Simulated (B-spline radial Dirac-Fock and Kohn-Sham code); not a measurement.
## In¹³⁺: scattering cross sections and density moments

System: indium as In¹³⁺ in the configuration [Ar] 3d10 4s2 4p6.

Method: configuration-average Dirac-Fock orbitals. Computed with a radial B-spline solver.

| Quantity | Value |
| --- | --- |
| Sum of ⟨r⟩ | 13.47 bohr |
| Sum of ⟨r²⟩ | 8.442 bohr² |
| Sum of ⟨1/r⟩ | 280.57 per bohr |
| Langevin diamagnetic susceptibility | -6.69 × 10⁻⁶ cm³/mol |
| Lamb shielding (α²/3)Σ⟨1/r⟩ | 4980 ppm |

Coherent scattering is the Thomson cross section weighted by f₀², without anomalous dispersion; incoherent scattering is Klein-Nishina weighted by S. The Lamb formula is the non-relativistic shielding expression. Electron correlation is left out. A dash stands where the photon energy is too low for the impulse approximation behind that column.

```
hν (keV)  coherent (b)  incoherent (b)  incoherent per electron (b)
       1         852.6               –                            –
  8.0478         519.1           4.527                        0.126
      10         438.8           5.720                        0.159
 17.4793         251.0           9.075                        0.252
      30         121.5           12.33                        0.342
      50         57.00           14.57                        0.405
     200         5.099           13.76                        0.382
     500        0.8862           10.23                        0.284
```

Incoherent scattering overtakes coherent scattering between 50 and 200 keV.
